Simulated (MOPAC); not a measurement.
MOPAC input (AM1):

```
AM1 1SCF CHARGE=-1 GEO-OK AUX(PRECISION=9) THREADS=1
F3Sn

Sn   -0.18070202 1   -0.06619543 1    0.31402801 1
F     1.82466234 1    0.14524483 1    0.28065493 1
F    -0.25944832 1   -1.35532571 1   -1.23492295 1
F    -0.56131392 1    1.57783327 1   -0.79033206 1
```

### Question
What heat of formation does the run end on, and which ionisation energy by Koopmans theorem?

### Answer
-228.11 kcal/mol; 3.12 eV.
